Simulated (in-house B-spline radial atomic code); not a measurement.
Values are calculated unless marked as measured or tabulated.
# Ghost states of the separable form: Ni

Ni, [Ar] 3d8 4s2, non-relativistic PBE, spherical and spin-unpolarised, from an all-electron radial atomic-structure program (B-spline basis) (atomic units; all potentials screened as in the neutral atom).

Troullier-Martins channels: 4s (ε = -0.2030, r_c = 2.581 bohr), 3d (ε = -0.3387, r_c = 2.141 bohr). In the Kleinman-Bylander form one channel serves as the local potential, and each other channel l becomes |δV u><u δV|/<u|δV|u>, with δV = V_l − V_local and u the pseudo-orbital. Its strength is E_KB = <u|δV²|u>/<u|δV|u>. By the analysis of Gonze, Stumpf and Scheffler a spurious state lies below the reference level ε if E_KB > 0 and ε is above the second level of the local potential alone, or if E_KB < 0 and ε is above its first. The table's levels are those of angular momentum l in a sphere of 9 bohr, whose wall can lift a shallow ε a little above its free-atom value.

```json
{"local": "s", "channel": "d", "<u δV u>": "-5.5481", "<u δV² u>": "49.193", "ε": "-0.3387", "first local level": "0.1056", "second local level": "0.3431"}
{"local": "d", "channel": "s", "<u δV u>": "0.2173", "<u δV² u>": "1.9964", "ε": "-0.2026", "first local level": "-7.8212", "second local level": "-0.6772"}
```

**Question.** Apply the rule to each row.

**Answer.** Local s, channel d: E_KB = -8.87, so ε = -0.3387 is set against 0.1056: no ghost. Local d, channel s: E_KB = +9.19, so ε = -0.2026 is set against -0.6772: a ghost.

Diagonalising the separable Hamiltonian gives:

```
local  channel       three lowest levels  all-electron, two lowest valence levels
    s        d   -0.3387, 0.1162, 0.3808                          -0.3387, 0.1147
    d        s  -2.5797, -0.2026, 0.0849                          -0.2026, 0.0848
```

**Question.** Which choices of local channel are safe?

**Answer.** Free of ghosts: s. With d local the s channel has a ghost 2.38 hartree below ε, since the local potential binds more than one state below ε, and a repulsive term of rank one raises each level at most to the next, so it clears only one of them. Among the safe choices the second level, which tests transfer, is off by at most 1.5 millihartree (s local).
